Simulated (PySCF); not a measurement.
## Spectroscopy problems

Theoretical values (PySCF): PBE0/pcSseg-1 with gauge-including orbitals, structure optimised with GFN2-xTB. Rapidly exchanging positions averaged, single conformer, no solvent model, non-relativistic.

Chemical shifts δ = σref − σ; TMS for ¹H (31.72 ppm) and ¹³C (186.93 ppm), all at this level. Splittings of carbon signals by F and P are missing where no couplings were computed. Where no couplings were computed, multiplicities follow the n + 1 count of equivalent neighbours, and m marks all less simple cases (inequivalent or close neighbours, rings, F or P nearby). Shifts are as computed. Against solution values, carbons near 30 ppm lie about +3 ppm off and those near 130 ppm about +5 ppm; carbons on Cl a further +6 ppm. Of 1211 compounds with measured shifts, 218 miss one by over three times the rms of a fit or turn the order of signals round; such compounds aren't used in these exercises. Carbons bonded to Cl come out too deshielded.

(1) C$_{5}$H$_{2}$ClFN$_{2}$. ¹H NMR (600 MHz, computed): δ 4.43 (s, 2H). ¹³C{¹H} NMR (computed): δ 152.9, 120.3, 118.0, 115.0, 45.0. Give a structure.

(2) C$_{8}$H$_{8}$OP$_{2}$. ¹H NMR (600 MHz, computed): δ 8.12 (m, 1H), 7.68 (m, 1H), 7.66 (m, 1H), 7.47 (m, 1H), 7.15 (m, 1H), 6.67 (m, 1H), 2.54 (m, 2H). ¹³C{¹H} NMR (computed): δ 145.5, 145.0, 143.3, 141.8, 137.8, 135.0, 134.8, 130.1. What is it?

Answers

(1) `ClC/C(=C(/C#N)F)C#N`. The formula gives 5 degrees of unsaturation (no ring in the answer). 5 carbon signals for 5 carbons: no two carbons are equivalent. Carbon types of the structure: 4 × C, 1 × CH2, which accounts for all hydrogens. δC 152.9, 120.3: fully substituted alkene carbon; the olefinic region. δC 118.0, 115.0: nitrile carbon; this is the usual window of a C≡N carbon, which has no attached hydrogen. δC 45.0: allylic sp3 CH2 bonded to Cl; the inductive effect lowers its shielding. δH 4.43: hydrogen on an allylic sp3 CH2 bonded to Cl; its carbon carries Cl, hence the downfield position.

The shifts were computed for this structure.

(2) `O=[P@]1(P)C=Cc2ccccc21`. 8 carbon signals for 8 carbons: no two carbons are equivalent. Carbon types of the structure: 2 × C, 6 × CH, leaving 2 H on heteroatoms. δC 145.5, 143.3: alkene CH; as expected for a trigonal carbon in a double bond. δC 145.0, 141.8: substituted aromatic carbon. δC 137.8, 135.0, 134.8, 130.1: aromatic CH; the aromatic region. δH 7.15, 6.67: hydrogen on an alkene CH; olefinic region.

This is the structure that produced the data.
